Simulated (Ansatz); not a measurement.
Reactions of C$_{2}$H$_{4}$OSn, SMILES `[SnH3][C]1=CO1`.

Gas-phase electronic energies from Ansatz, PBE0-D4/def2-TZVP geometries. CCSD(T)/CBS is the MP2 limit (def2-TZVPP, def2-QZVPP) plus CCSD(T) − MP2 in def2-TZVPP, frozen cores. This one scheme is used for every species, atoms too. Functionals use def2-TZVPP. B3LYP here is the variant with VWN-RPA as its local correlation; programs differ in this. No spin–orbit coupling; open shells (•) take unrestricted orbitals. Spin–orbit coupling would lower the free atoms: a little for C, O; strongly for Sn. def2 core potentials past Kr. For Ge, Sn outer-core shells are correlated without core-valence functions, so the limit isn't a true one: a few kJ/mol of doubt a bond, and 10 to 20 or more in all where bonds break to atoms. Scalar relativity is left out up to krypton.

| reaction | B3LYP-D4 (eV) |
| --- | --- |
| `[SnH3][C]1=CO1` + GeH₄ → `[GeH3][C]1=CO1` + `[SnH4]` | 0.05 |
| `[SnH3][C]1=CO1` + CH₄ → `CC1=CO1` + `[SnH4]` | 0.30 |
| `[SnH3][C]1=CO1` → 2 C• + 4 H• + O• + Sn• | 26.33 |
| `[SnH3][C]1=CO1` + `[NH2][GeH3]` → `[NH2][SnH3]` + `[GeH3][C]1=CO1` | 0.12 |

(1) Give the CCSD(T)/CBS values in the same order. (Best estimate.)

Largest T1 diagnostic: 0.029, for `CC1=CO1`, so its coupled-cluster energy is less sure.

## Answers

(1) Ansatz gave: 0.07, 0.45, 26.54, 0.10 eV.
